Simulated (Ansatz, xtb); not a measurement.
## C4H10Si2: which of two isomers lies lower

Structure I is `C#C[Si](C)(C)[SiH3]`, a singlet and structure II is `C#C[C@@H]([SiH3])[SiH2]C`, a singlet. Both are isolated molecules in the gas phase, relaxed with PBE0-D3(BJ)/def2-SVP; each stands in its lowest conformer found.

Q: Which of the two would you expect CCSD(T)/def2-SVP + ΔMP2/def2-TZVPP electronic energies to favour?

A: Structure I; the calculation gives E(II) − E(I) = +56.0 kJ/mol.

How the difference moves with the method:

```json
{"level": "GFN2-xTB", "geometry": "GFN2-xTB", "E(II) − E(I) (kJ/mol)": "−48.2", "departure from the last row (kJ/mol)": "−104.2", "job, with rough time for the two": "optimisation, 0.33 s"}
{"level": "HF/STO-3G", "geometry": "GFN2-xTB", "E(II) − E(I) (kJ/mol)": "+81.4", "departure from the last row (kJ/mol)": "+25.4", "job, with rough time for the two": "single point, 0.7 s"}
{"level": "r2SCAN-D4/def2-SVP", "geometry": "GFN2-xTB", "E(II) − E(I) (kJ/mol)": "+48.4", "departure from the last row (kJ/mol)": "−7.6", "job, with rough time for the two": "single point, 5.1 s"}
{"level": "PBE0-D3(BJ)/def2-SVP", "geometry": "PBE0-D3(BJ)/def2-SVP", "E(II) − E(I) (kJ/mol)": "+51.6", "departure from the last row (kJ/mol)": "−4.3", "job, with rough time for the two": "optimisation, 64 s"}
{"level": "HF/def2-SVP", "geometry": "PBE0-D3(BJ)/def2-SVP", "E(II) − E(I) (kJ/mol)": "+48.0", "departure from the last row (kJ/mol)": "−7.9", "job, with rough time for the two": "part of the CCSD(T) run"}
{"level": "MP2/def2-SVP", "geometry": "PBE0-D3(BJ)/def2-SVP", "E(II) − E(I) (kJ/mol)": "+43.0", "departure from the last row (kJ/mol)": "−12.9", "job, with rough time for the two": "part of the CCSD(T) run"}
{"level": "CCSD(T)/def2-SVP", "geometry": "PBE0-D3(BJ)/def2-SVP", "E(II) − E(I) (kJ/mol)": "+47.2", "departure from the last row (kJ/mol)": "−8.7", "job, with rough time for the two": "single point"}
{"level": "CCSD(T)/def2-SVP + ΔMP2/def2-TZVPP", "geometry": "PBE0-D3(BJ)/def2-SVP", "E(II) − E(I) (kJ/mol)": "+56.0", "departure from the last row (kJ/mol)": "", "job, with rough time for the two": "single point, 69 s"}
```

As drawn, II has 1 C–C, 2 Si–H in place of 1 Si–Si, 2 C–H.

GFN2-xTB puts the two in the other order. The largest departure from CCSD(T)/def2-SVP + ΔMP2/def2-TZVPP is that of GFN2-xTB, 104.2 kJ/mol. The last row adds to CCSD(T) the change of the MP2 difference between the two basis sets, here +8.7 kJ/mol.

With thermal terms from frequencies at re-optimised GFN2-xTB minima (ideal gas, soft modes damped towards free rotors, one conformer each, 298.15 K, 1 atm): the zero-point term adds −10.7 kJ/mol; ΔH is +42.5 and ΔG +50.1 kJ/mol.

The correlated steps freeze 14 core orbitals. Mirror images aren't counted in ΔG. Programs: Ansatz 0.2.0, xtb 6.7.1; the last row on 2 threads of Intel(R) Xeon(R) 6975P-C (Granite Rapids) on a shared host.
